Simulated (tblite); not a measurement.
Species: C₃H₈O₂SSi.
SMILES with atom numbers: `[CH3:1][S:2][SiH2:3][O:4][C:5]([CH3:6])=[O:7]` (hydrogens: H8, H9, H10 on C1; H11, H12 on Si3; H13, H14, H15 on C6)

Structure used (GFN2-xTB), in Å, numbered top down from 1:
```xyz
15
C3H8O2SSi angstrom
C     -3.3909    0.1764    0.7423
S     -1.7940    1.0345    0.8946
Si    -0.5871   -0.4107   -0.0855
O      0.8864    0.3188    0.0280
C      1.9567   -0.2811   -0.4841
C      3.2097    0.5180   -0.2917
O      1.8796   -1.3469   -1.0309
H     -4.1365    0.8062    1.2145
H     -3.3391   -0.7810    1.2487
H     -3.6307    0.0373   -0.3061
H     -0.9808   -0.5580   -1.4798
H     -0.5903   -1.6715    0.6431
H      3.3669    0.6809    0.7725
H      3.0873    1.4907   -0.7638
H      4.0584   -0.0056   -0.7208
```

Calculated harmonic vibrations of the isolated species, GFN2-xTB (tblite), most abundant isotopes, no scaling. The method is semi-empirical: single wavenumbers can be off by several per cent or more. Modes of hydrogen on silicon can be 10 to 20 % off. One conformer, not necessarily the lowest.

Harmonic wavenumbers (cm⁻¹): 52.6, 58.8, 68.5, 73.7, 119.0, 122.8, 153.0, 194.0, 363.1, 504.5, 546.0, 566.9, 603.9, 627.4, 728.6, 747.0, 783.1, 800.1, 947.7, 958.6, 968.3, 1004.6, 1010.9, 1219.5, 1323.0, 1363.6, 1437.0, 1439.5, 1453.9, 1459.8, 1775.1, 2300.8, 2329.8, 3026.0, 3033.8, 3042.5, 3047.1, 3065.8, 3066.7.

A = 5619, B = 807.7, C = 718.5 MHz; mass 136.001 u (most abundant isotopes); point group Cs, symmetry number 1.

Problem. Zero-point energy?

Solution. ½Σν̃ = 23194 cm⁻¹ = 66.31 kcal/mol.

Problem. Entropy at 400 K, 1 bar (ideal gas, RRHO, classical rotation)?

Solution. Translation 42.12, rotation 29.86, vibration 43.07: S = 115.0 cal/(mol K).

Problem. And Cp and H(400 K) − H(0)?

Solution. Cp = 43.35 cal/(mol K), of which vibrations give 35.40 (their classical limit is 39 R = 77.5); H(400 K) − H(0) = 11.26 kcal/mol without the zero-point energy, 8.08 from vibrations.

Problem. Blend soft modes into free rotors: weight 1/[1 + (100 cm⁻¹/ν̃)⁴] for the oscillator and the rest for a rotor with moment μB/(μ + B), μ = h/(8π²ν), B = 10⁻⁴⁴ kg m². What vibrational entropy results?

Solution. 37.94 cal/(mol K) in place of 43.07, which changes −T·S at 400 K by +2.05 kcal/mol.

Problem. Which modes carry the vibrational entropy at 400 K?

Solution. 52.6 cm⁻¹: 5.30; 58.8 cm⁻¹: 5.08; 68.5 cm⁻¹: 4.78; 73.7 cm⁻¹: 4.63; 119.0 cm⁻¹: 3.69; 122.8 cm⁻¹: 3.63 cal/(mol K); the other 33 give 15.97 together.

Hindered rotation and anharmonicity are outside this model. Other conformers, if any are populated, would add a mixing term that is left out.
